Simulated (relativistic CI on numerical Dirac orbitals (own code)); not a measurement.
# Level scheme of Gd III

Method of calculation: Dirac-Coulomb-Breit CI, orbitals from a KLI potential per configuration, model QED (radiative potential, 1s self-energy scaled to tabulated hydrogen-like ionisation energies), valence Slater integrals scaled by 0.8 (own radial code, finite nucleus).

CI space (outside the closed core [Xe]): 4f⁸.

The lowest level is 4f⁸ ⁷F6, with 95 % of that term; Hund's rules for 4f⁸ give ⁷F with J = 6, in agreement.

| No. | Configuration | Term | J | E (eV) | % | Landé g |
| --- | --- | --- | --- | --- | --- | --- |
| 1 | 4f⁸ | ⁷F | 6 | 0.0000 | 95 | 1.492 |
| 2 | 4f⁸ | ⁷F | 5 | 0.2055 | 97 | 1.494 |
| 3 | 4f⁸ | ⁷F | 4 | 0.3298 | 95 | 1.494 |
| 4 | 4f⁸ | ⁷F | 3 | 0.4272 | 95 | 1.495 |
| 5 | 4f⁸ | ⁷F | 2 | 0.4954 | 94 | 1.495 |
| 6 | 4f⁸ | ⁷F | 1 | 0.5406 | 94 | 1.496 |
| 7 | 4f⁸ | ⁷F | 0 | 0.5626 | 94 |  |
| 8 | 4f⁸ | ⁵D | 4 | 1.9481 | 91 | 1.487 |
| 9 | 4f⁸ | ⁵L | 10 | 2.5017 | 93 | 1.192 |
| 10 | 4f⁸ | ⁵D | 3 | 2.5385 | 91 | 1.483 |
| 11 | 4f⁸ | ⁵G | 6 | 2.5851 | 62 | 1.262 |
| 12 | 4f⁸ | ⁵L | 9 | 2.6530 | 95 | 1.131 |
| 13 | 4f⁸ | ⁵G | 5 | 2.7171 | 69 | 1.215 |
| 14 | 4f⁸ | ⁵L | 8 | 2.7340 | 93 | 1.046 |
| 15 | 4f⁸ | ⁵D | 2 | 2.7412 | 73 | 1.473 |
| 16 | 4f⁸ | ⁵G | 4 | 2.7624 | 72 | 1.094 |
| 17 | 4f⁸ | ⁵L | 7 | 2.7657 | 87 | 0.932 |
| 18 | 4f⁸ | ⁵L | 6 | 2.7810 | 81 | 0.768 |
| 19 | 4f⁸ | ⁵G | 3 | 2.8277 | 81 | 0.881 |
| 20 | 4f⁸ | ⁵G | 2 | 2.8832 | 93 | 0.366 |
| 21 | 4f⁸ | ⁵D | 1 | 2.9925 | 80 | 1.477 |
| 22 | 4f⁸ | ⁵D | 0 | 3.0527 | 75 |  |
| 23 | 4f⁸ | ⁵H | 7 | 3.0731 | 81 | 1.251 |
| 24 | 4f⁸ | ⁵H | 6 | 3.2405 | 63 | 1.200 |
| 25 | 4f⁸ | ⁵H | 5 | 3.3301 | 56 | 1.101 |
| 26 | 4f⁸ | ⁵H | 4 | 3.3846 | 62 | 0.914 |
| 27 | 4f⁸ | ⁵H | 3 | 3.4284 | 84 | 0.560 |
| 28 | 4f⁸ | ⁵I | 8 | 3.5210 | 84 | 1.229 |
| 29 | 4f⁸ | ⁵F | 5 | 3.5478 | 84 | 1.373 |
| 30 | 4f⁸ | ⁵F | 4 | 3.5939 | 76 | 1.313 |
| 31 | 4f⁸ | ⁵I | 7 | 3.6611 | 76 | 1.172 |
| 32 | 4f⁸ | ⁵F | 3 | 3.7197 | 85 | 1.239 |
| 33 | 4f⁸ | ⁵I | 6 | 3.7574 | 66 | 1.082 |
| 34 | 4f⁸ | ⁵I | 4 | 3.7576 | 70 | 0.682 |
| 35 | 4f⁸ | ⁵F | 2 | 3.7781 | 88 | 1.019 |
| 36 | 4f⁸ | ⁵I | 5 | 3.8000 | 70 | 0.934 |
| 37 | 4f⁸ | ⁵F | 1 | 3.8131 | 92 | 0.057 |
| 38 | 4f⁸ | ³I | 6 | 3.9329 | 33 | 1.018 |
| 39 | 4f⁸ | ³P | 2 | 3.9441 | 59 | 1.471 |
| 40 | 4f⁸ | ⁵K | 9 | 3.9798 | 93 | 1.213 |
| 41 | 4f⁸ | ³O | 10 | 4.0367 | 36 | 1.006 |
| 42 | 4f⁸ | ⁵K | 5 | 4.1310 | 38 | 0.831 |
| 43 | 4f⁸ | ⁵K | 8 | 4.1366 | 84 | 1.147 |
| 44 | 4f⁸ | ⁵K | 7 | 4.1716 | 42 | 1.077 |
| 45 | 4f⁸ | ³O | 12 | 4.2029 | 92 | 1.075 |

Energies count from the lowest computed level.

The mean weight of the leading LS term, summed over parents, in these 45 levels is 78 %, and that of the leading jj configuration (from the same eigenvectors) 44 %, so LS coupling describes them better.

One configuration and one scale for all Slater integrals: terms of lower spin can come out thousands of cm⁻¹ low, and their order can be wrong.

Landé's interval rule says that E(J) − E(J−1) = AJ with one A. For the ground term the intervals give A = -177.8, -182.1, -183.5, -196.3, -200.6, -276.2 cm⁻¹ for J = 1, 2, 3, 4, 5, 6; the multiplet is inverted.

LS names give the leading component of a level, which can be under half, so a name can repeat, a term be missing and a line seem to break the LS rules.
